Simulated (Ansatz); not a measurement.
TeOCl2 (TeCl₂O), relaxed as a singlet with RKS PBE-D4/def2-SVP in Ansatz, starting from the GFN2-xTB geometry. Force threshold 0.02 eV/Å.

In the def2 sets Te takes a core potential; there is no spin–orbit coupling.

Start:

```xyz
4

Te    0.643    0.400   -0.221
O     1.178   -1.089    0.553
Cl   -0.935   -0.460   -1.696
Cl   -0.886    1.149    1.363
```

| step | energy (eV) | largest force component (eV/Å) | SCF passes |
| --- | --- | --- | --- |
| 1 | -34363.4741 | 2.835 | 28 |
| 2 | -34363.7317 | 0.204 | 30 |
| 3 | -34363.7433 | 0.148 | 30 |
| 4 | -34363.7441 | 0.013 | 26 |

Force components are those of the run's own axes.

End:

```csv
atom,x (Å),y (Å),z (Å)
Te1,0.627,0.355,-0.197
O2,1.316,-1.148,0.583
Cl3,-0.998,-0.450,-1.802
Cl4,-0.945,1.243,1.416
```

By distances, no bond broke or formed. The bond that changes most is Te1–Cl3, from 2.32 to 2.42 Å (atoms count from 1).

No frequencies were taken in this run, so the end may be a saddle point.

Run time 2.6 s (4 threads of Arm Neoverse V1 on a shared host).
